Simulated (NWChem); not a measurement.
System: Si2H3Cl3; SMILES [SiH3][Si](Cl)(Cl)Cl

Output (shortened):

```
             Northwest Computational Chemistry Package (NWChem) 7.3.0
             --------------------------------------------------------

                             Geometry "geometry" -> ""
                             -------------------------

 Output coordinates in angstroms (scale by  1.889725989 to convert to a.u.)

  No.       Tag          Charge          X              Y              Z
 ---- ---------------- ---------- -------------- -------------- --------------
    1 Si                  14.0000     0.00000000     0.00000000    -2.30398700
    2 Si                  14.0000     0.00000000     0.00000000     0.03255400
    3 Cl                  17.0000    -1.79983900    -0.73543300     0.75455400
    4 Cl                  17.0000     0.26301600     1.92642300     0.75455400
    5 Cl                  17.0000     1.53682300    -1.19099000     0.75455400
    6 H                    1.0000    -0.19361100    -1.40948800    -2.78636100
    7 H                    1.0000     1.31745700     0.53707200    -2.78636100
    8 H                    1.0000    -1.12384700     0.87241600    -2.78636100

 Effective nuclear repulsion energy (a.u.)     508.7307833946

  xc_inp: hfexch multiplicative factor not found.

                                 NWChem DFT Module
                                 -----------------

 Summary of "ao basis" -> "ao basis" (spherical)
 ------------------------------------------------------------------------------
       Tag                 Description            Shells   Functions and Types
 ---------------- ------------------------------  ------  ---------------------
 Si                          6-31g*                  8       18   4s3p1d
 Cl                          6-31g*                  8       18   4s3p1d
 H                           6-31g*                  2        2   2s

            General Information
            -------------------
          SCF calculation type: DFT
          Wavefunction type:  closed shell.
          No. of atoms     :     8
          No. of electrons :    82
           Alpha electrons :    41
            Beta electrons :    41
          Charge           :     0
          Spin multiplicity:     1
          Use of symmetry is: off; symmetry adaption is: off
          Maximum number of iterations: 150
          AO basis - number of functions:    96
                     number of shells:    46
          Convergence on energy requested:  1.00D-06
          Convergence on density requested:  1.00D-05
          Convergence on gradient requested:  5.00D-04

              XC Information
              --------------
                     Hartree-Fock (Exact) Exchange  1.000

      Superposition of Atomic Density Guess
      -------------------------------------

 Sum of atomic energies:       -1957.48106081

      Non-variational initial energy
      ------------------------------

 Total energy =   -1958.684391
 1-e energy   =   -3723.171859
 2-e energy   =    1255.756685
 HOMO         =      -0.319191
 LUMO         =       0.032022

     ---------------------------------------------
      Total Density - Mulliken Population Analysis
     ---------------------------------------------

    Atom       Charge   Shell Charges
 -----------   ------   -------------------------------------------------------
    1 Si  14    13.81   2.00  2.00  5.97  1.00  1.76  0.36  0.63  0.09
    2 Si  14    12.89   2.00  2.00  5.97  0.92  1.23  0.26  0.34  0.18
    3 Cl  17    17.40   2.00  2.00  5.98  1.38  3.70  0.57  1.76  0.01
    4 Cl  17    17.40   2.00  2.00  5.98  1.38  3.70  0.57  1.76  0.01
    5 Cl  17    17.40   2.00  2.00  5.98  1.38  3.70  0.57  1.76  0.01
    6 H    1     1.03   0.46  0.58
    7 H    1     1.03   0.46  0.58
    8 H    1     1.03   0.46  0.58

   convergence    iter        energy       DeltaE   RMS-Dens  Diis-err
 ---------------- ----- ----------------- --------- --------- ---------
 d= 0,ls=0.0,diis     1  -1958.0874342094 -2.47D+03  9.31D-03  3.90D-01
 d= 0,ls=0.0,diis     2  -1958.1501257514 -6.27D-02  3.26D-03  9.97D-02
 d= 0,ls=0.0,diis     3  -1958.1662132405 -1.61D-02  1.09D-03  3.13D-03
 d= 0,ls=0.0,diis     4  -1958.1673244605 -1.11D-03  2.13D-04  6.70D-05
 d= 0,ls=0.0,diis     5  -1958.1673514780 -2.70D-05  4.99D-05  4.01D-06
  Resetting Diis
 d= 0,ls=0.0,diis     6  -1958.1673530934 -1.62D-06  1.68D-05  3.48D-07
 d= 0,ls=0.0,diis     7  -1958.1673532511 -1.58D-07  2.81D-06  2.12D-08

         Total DFT energy =    -1958.167353251058
      One electron energy =    -3723.863085271998
           Coulomb energy =     1381.597791438294
    Exchange-Corr. energy =     -124.632842811987
 Nuclear repulsion energy =      508.730783394632

 Numeric. integr. density =        0.000000000000

                       DFT Final Molecular Orbital Analysis
                       ------------------------------------

 Vector   39  Occ=2.000000D+00  E=-4.784328D-01
              MO Center=  4.9D-01,  1.2D-01,  5.1D-01, r^2= 5.2D+00
   Bfn.  Coefficient  Atom+Function         Bfn.  Coefficient  Atom+Function
  ----- ------------  ---------------      ----- ------------  ---------------
    81     -0.368213  5 Cl pz                63      0.337502  4 Cl pz
    62     -0.285003  4 Cl py                80     -0.267777  5 Cl py
    44     -0.230294  3 Cl py                85     -0.208608  5 Cl pz
    67      0.191206  4 Cl pz                79      0.161959  5 Cl px
    66     -0.161062  4 Cl py                84     -0.147237  5 Cl py

 Vector   40  Occ=2.000000D+00  E=-4.663337D-01
              MO Center= -1.3D-07,  5.6D-07,  7.5D-01, r^2= 5.0D+00
   Bfn.  Coefficient  Atom+Function         Bfn.  Coefficient  Atom+Function
  ----- ------------  ---------------      ----- ------------  ---------------
    61      0.427045  4 Cl px                44      0.398984  3 Cl py
    80     -0.340679  5 Cl py                79     -0.264015  5 Cl px
    65      0.245258  4 Cl px                48      0.229143  3 Cl py
    84     -0.195657  5 Cl py                57     -0.164545  4 Cl px
    43     -0.163029  3 Cl px                40     -0.153733  3 Cl py

 Vector   41  Occ=2.000000D+00  E=-4.264379D-01
              MO Center= -4.2D-08,  9.2D-08, -5.4D-01, r^2= 4.7D+00
   Bfn.  Coefficient  Atom+Function         Bfn.  Coefficient  Atom+Function
  ----- ------------  ---------------      ----- ------------  ---------------
     9      0.357172  1 Si pz                27     -0.330322  2 Si pz
    45      0.279129  3 Cl pz                63      0.279129  4 Cl pz
    81      0.279129  5 Cl pz                28      0.195683  2 Si s
    49      0.174527  3 Cl pz                67      0.174527  4 Cl pz
    85      0.174527  5 Cl pz                24      0.155747  2 Si s

 Vector   42  Occ=0.000000D+00  E= 1.042572D-01
              MO Center= -1.7D-02,  2.6D-02, -8.3D-01, r^2= 4.9D+00
   Bfn.  Coefficient  Atom+Function         Bfn.  Coefficient  Atom+Function
  ----- ------------  ---------------      ----- ------------  ---------------
    29      0.967706  2 Si px                82     -0.618417  5 Cl s
    96      0.568291  8 H  s                 30     -0.505078  2 Si py
    11      0.441782  1 Si px                46      0.405682  3 Cl s
    94     -0.373591  7 H  s                 25      0.305745  2 Si px
    48      0.271726  3 Cl py                65     -0.268023  4 Cl px

 Vector   43  Occ=0.000000D+00  E= 1.042572D-01
              MO Center=  1.7D-02, -2.6D-02, -8.3D-01, r^2= 4.9D+00
   Bfn.  Coefficient  Atom+Function         Bfn.  Coefficient  Atom+Function
  ----- ------------  ---------------      ----- ------------  ---------------
    30      0.967706  2 Si py                64     -0.591266  4 Cl s
    92      0.543796  6 H  s                 29      0.505078  2 Si px
    46      0.479866  3 Cl s                 12      0.441782  1 Si py
    94     -0.440513  7 H  s                 66      0.317345  4 Cl py
    26      0.305745  2 Si py                47      0.297467  3 Cl px

[...]

                     NWChem Electrostatic Potential Fit Module
                     -----------------------------------------

 Atom parameters

 Number of atoms is                                    8
 Number of basis functions is                         96

 Grid parameters

 Maximum number of grid points is                  42292
 Number of grid points is                          42291
 Grid range                                     0.300000 nm
 Grid spacing                                   0.020000 nm
 Probe radius                                   0.070000 nm
 Atom radius factor                             1.000000

 Atomic radii

    1    0.100000
   14    0.187000
   17    0.169000
 FASTESP  F
  using M.O. file = ./job.movecs

    Atom              Coordinates                           Charge

                                                  ESP

    1 Si    0.000000    0.000000   -0.230399    0.278201
    2 Si    0.000000    0.000000    0.003255    0.684148
    3 Cl   -0.179984   -0.073543    0.075455   -0.243769
    4 Cl    0.026302    0.192642    0.075455   -0.241974
    5 Cl    0.153682   -0.119099    0.075455   -0.243510
    6 H    -0.019361   -0.140949   -0.278636   -0.076505
    7 H     0.131746    0.053707   -0.278636   -0.078282
    8 H    -0.112385    0.087242   -0.278636   -0.078310
                                            ------------
                                                0.000000

 Dipole moment                                  0.981655

 Quadrupole moment Qxx                         -1.764188
                   Qyy                         -1.659491
                   Qzz                          3.423679

 RMS deviation kJ/mol                           0.077176

 RRMS %                                        38.159760
```

Level: Hartree-Fock/6-31G* (spherical d). Structure relaxed at the PBE-D3(BJ)/def2-SVP level.

Task: Reconstruct the input file.

Result: Several could match; the one computed here: the input that was run:
```
start job
memory heap 200 mb stack 900 mb global 1100 mb
geometry units angstroms noautosym nocenter noautoz
  Si     0.000000     0.000000    -2.303987
  Si     0.000000     0.000000     0.032554
  Cl    -1.799839    -0.735433     0.754554
  Cl     0.263016     1.926423     0.754554
  Cl     1.536823    -1.190990     0.754554
  H     -0.193611    -1.409488    -2.786361
  H      1.317457     0.537072    -2.786361
  H     -1.123847     0.872416    -2.786361
end
basis spherical
  Si library 6-31g*
  Cl library 6-31g*
  H library 6-31g*
end
dft
  xc hfexch
  iterations 150
  mulliken
end
task dft energy
esp
  recalculate
  probe 0.07
  range 0.3
  factor 1.0
  spacing 0.02
end
task esp
```
